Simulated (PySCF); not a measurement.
## Rubidium: a sound run and one with changed settings

Sound run: Rb+ [Kr], Rb(2+) [Ar] 3d10 4s2 4p5. All numbers are calculated (PySCF 2.14, the spin-free X2C one-electron Hamiltonian (Gaussian nucleus), in x2c-SVPall (6s4p5d1f, 50 functions)). The sound run starts from symmetry-adapted Hartree-Fock orbitals and uses a fine grid where one is needed.

Changed run: 14 angular points. This setting is unsound on purpose.

```csv
species,method,sound run (hartree),changed run (hartree),converged
Rb+,UHF,-2978.69172,-2978.69172,yes
Rb+,r2SCAN,-2980.52455,-2980.52455,yes
Rb+,PBE0,-2980.23127,-2980.23127,yes
Rb(2+),UHF,-2977.67677,-2977.67677,yes
Rb(2+),r2SCAN,-2979.46164,-2979.46482,yes
Rb(2+),PBE0,-2979.17263,-2979.17295,yes
```

Ionisation energy of Rb+:

```json
{"method": "UHF", "sound run (eV)": "27.618", "changed run (eV)": "27.618"}
{"method": "r2SCAN", "sound run (eV)": "28.923", "changed run (eV)": "28.837"}
{"method": "PBE0", "sound run (eV)": "28.807", "changed run (eV)": "28.799"}
```

A coarse angular grid integrates products of high-l functions wrongly, so density functionals can shift, and the SCF can exploit the error; Hartree-Fock and MP2 need no grid.

For comparison, NIST gives 27.290 eV between the lowest levels.
